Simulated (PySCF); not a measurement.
Al(F)2(SMe) (CH3AlF2S), SMILES C[S][Al]([F])[F].

The structure is a stationary point at B3LYP-D3(BJ)/def2-SVP. The structure was generated by enumeration; whether it is a known compound was not checked. The values are those of a single conformer.

The numbers are results of IEF-PCM-B3LYP/def2-SVP (PySCF), not measurements.

The values are the electrostatic part of the solvation free energy, E(continuum) − E(gas) at the gas-phase geometry, in a cavity of scaled van der Waals radii (PySCF's table); cavitation and dispersion terms are not included. A continuum can't describe solvent molecules that bind to the metal. In vacuum the orbital gap is 6.13 eV. The dipole moment in vacuum is 2.07 D.

Computed values in water (ε = 78.36), diethylether (ε = 4.24), ethanol (ε = 24.85):
| solvent | ε | ΔG(elec) (kcal/mol) | dipole (D) | gap (eV) |
|---|---|---|---|---|
| water | 78.36 | -7.3 | 2.27 | 6.23 |
| diethylether | 4.24 | -5.0 | 2.23 | 6.18 |
| ethanol | 24.85 | -7.0 | 2.27 | 6.22 |
